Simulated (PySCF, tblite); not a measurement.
Rigid-rotor lines calculated for a species of formula C7H6N2S (commonest isotopes; PBE0/pcSseg-1 in PySCF (dipole) on a GFN2-xTB geometry, gas phase), labelled J(Ka,Kc):

```tsv
transition	MHz
2(0,2) ← 1(0,1)	3725.3
1(1,1) ← 0(0,0)	2837.1
2(1,2) ← 1(1,1)	3422.1
1(0,1) ← 0(0,0)	1918.7
2(1,1) ← 1(1,0)	4252.6
```

Question: Find the rotational constants.

Answer: 1(0,1) ← 0(0,0) is B + C, 2(1,1) ← 1(1,0) is 3B + C and 2(1,2) ← 1(1,1) is B + 3C, so B − C is half the difference of the last two, 415.3 MHz. 1(1,1) ← 0(0,0) is A + C. A = 2085.4, B = 1167.0, C = 751.7 MHz.

Question: What moments of inertia, asymmetry and inertial defect follow?

Answer: I = 505379 MHz·u·Å² over each constant: Ia = 242.34, Ib = 433.07, Ic = 672.31 u·Å²; κ = (2B − A − C)/(A − C) = -0.377 (asymmetric top); Δ = Ic − Ia − Ib = -3.09 u·Å².

Question: Which dipole components do these lines need?

Answer: μa and μb (a-type: ΔKa even, ΔKc odd; b-type: both odd). The calculation gives |μa| = 2.42 D, |μb| = 2.59 D, |μc| = 0.02 D.

Question: Where do these fall, and of which type are they? 3(3,0) ← 3(2,1); 2(0,2) ← 1(1,1); 3(2,1) ← 3(1,2); 3(1,3) ← 2(0,2); 1(1,0) ← 1(1,1); 2(2,0) ← 2(1,1); 1(1,0) ← 1(0,1); 3(1,2) ← 2(1,1).

Answer: 
```
     transition   MHz  type  branch
1(1,0) ← 1(1,1)   415     a       Q
1(1,0) ← 1(0,1)  1334     b       Q
3(2,1) ← 3(1,2)  2730     b       Q
2(0,2) ← 1(1,1)  2807     b       R
2(2,0) ← 2(1,1)  2867     b       Q
3(3,0) ← 3(2,1)  5198     b       Q
3(1,3) ← 2(0,2)  5686     b       R
3(1,2) ← 2(1,1)  6296     a       R
```

Question: Which structure gave them?

Answer: `Cc1cccc2snnc12`. Three constants can't fix a structure by themselves; this is the one that was computed:
```xyz
16
C7H6N2S angstrom
C     -2.050   -0.961   -0.185
C     -0.804   -0.152   -0.054
C     -0.800    1.224    0.037
C      0.384    1.958    0.156
C      1.616    1.344    0.191
C      1.642   -0.040    0.097
S      2.953   -1.166    0.090
N      1.881   -2.450   -0.064
N      0.683   -2.124   -0.107
C      0.446   -0.791   -0.026
H     -2.071   -1.453   -1.157
H     -2.069   -1.744    0.571
H     -2.932   -0.334   -0.084
H     -1.741    1.753    0.015
H      0.326    3.035    0.222
H      2.529    1.910    0.286
```

Its lowest GFN2-xTB frequency is 14i cm⁻¹, too small to tell a flat minimum from a shallow saddle. No vibrational averaging or centrifugal distortion is included, and the geometry carries the error of its method. A rigid rotor knows nothing of internal rotation, which can split or shift real lines. Quadrupole hyperfine structure (14N) is left out.
